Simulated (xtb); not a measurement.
C2H8N, SMILES CC[NH3+], charge +1. All values are semi-empirical tight-binding results from xtb (GFN2-xTB unless named), good for trends rather than for accurate numbers. The structure is a stationary point at GFN2-xTB. The isomer is the one that the SMILES or the coordinates give; other isomers of the formula were not compared.

Optimised geometry:

Bond lengths (Å): C1–C2 1.514, C1–H4 1.086, C1–H5 1.087, C1–H6 1.087, C2–N3 1.500, C2–H7 1.091, C2–H8 1.091, N3–H9 1.028, N3–H10 1.029, N3–H11 1.029. Bond angles (°): C2–C1–H4 109.4, C2–C1–H5 111.4, C2–C1–H6 111.4, H4–C1–H5 107.6, H4–C1–H6 107.6, H5–C1–H6 109.2, C1–C2–N3 109.8, C1–C2–H7 110.8, C1–C2–H8 110.8, N3–C2–H7 108.3, N3–C2–H8 108.3, H7–C2–H8 108.8, C2–N3–H9 111.6, C2–N3–H10 109.7, C2–N3–H11 109.7, H9–N3–H10 108.9, H9–N3–H11 108.9, H10–N3–H11 107.9.
Charge +1, spin multiplicity 1.

```yaml
point_group_as_xtb_finds_it: Cs
orbital_gap: 9.68 eV
zero_point_energy: 64.7 kcal/mol
G − E(el) at 298.15 K (modified RRHO): 48.5 kcal/mol
static polarisability (D4 model): 35.5 bohr³
solvation energy, GFN2-xTB/ALPB(water): -70.7 kcal/mol
solvation energy, GFN2-xTB/ALPB(dmso): -66.4 kcal/mol
```

Problem. Give the IR lines (harmonic; lines under 4 % of the strongest left out, lines within 3 cm⁻¹ merged). (An estimate is asked for; the answer gives what the named calculation found.)

Solution. ν (cm⁻¹): 374 (w), 812 (m), 909 (m), 1047 (m), 1145 (w), 1184 (w), 1237 (w), 1302 (w), 1373 (vs), 1418 (m), 1425 (m), 1438 (m), 1471 (w), 1479 (w), 3060 (w), 3227 (m), 3237 (m), 3253 (m) (against the strongest line: vs over 80 %, s over 45 %, m over 15 %, w over 4 %, vw less)

Problem. Give the atomic charges and the Wiberg bond orders between heavy atoms. (The exact figures need the calculation; the answer reports its results.)

Solution. charges (e) C1 -0.14, C2 -0.03, N3 -0.13, H4 0.11, H5 0.08, H6 0.08, H7 0.11, H8 0.11, H9 0.27, H10 0.27, H11 0.27. Bond orders C1–C2 1.03, C2–N3 0.92.
